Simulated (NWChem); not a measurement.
Species: CH₅BO₃; SMILES OB(O)CO

```xyz
10

O      0.1615     1.8692    -0.0243
C     -0.7581     0.7626     0.1447
B      0.0236    -0.6319     0.0372
O     -0.5834    -1.8556    -0.0381
O      1.3818    -0.5877     0.0413
H      0.3023     1.9840    -0.9767
H     -1.1793     0.8882     1.1512
H     -1.6104     0.8537    -0.5473
H     -1.5476    -1.7908    -0.0423
H      1.6294     0.3509     0.1343
```
Atoms are numbered in this order, from 1.

Level: B3LYP/6-31G* (spherical d) (NWChem), optimised geometry, unscaled harmonic frequencies. B3LYP is NWChem's, with the RPA form of VWN correlation.

Q: List the harmonic frequencies with IR intensities, and the thermochemistry.

A: 
```tsv
frequency (cm⁻¹)	IR intensity (km/mol)
115	10.7
229	23.4
317	134.4
388	4.6
436	26.0
516	67.8
539	5.0
762	71.4
779	7.3
893	48.4
1007	25.2
1028	211.1
1094	111.0
1157	68.2
1307	106.8
1387	79.7
1411	184.8
1486	175.4
1503	44.3
3006	43.8
3066	23.1
3670	91.6
3745	19.2
3800	42.2
```

- zero-point energy: 48.1 kcal/mol
- thermal correction to the enthalpy at 298.15 K (with zero-point energy): 52.3 kcal/mol
- heat capacity Cv: 20.3 cal/(mol K)
- entropy at 298.15 K and 1 atm (symmetry number 1): 75.0 cal/(mol K)
- dipole moment: 3.01 D

Rigid rotor and harmonic oscillator.
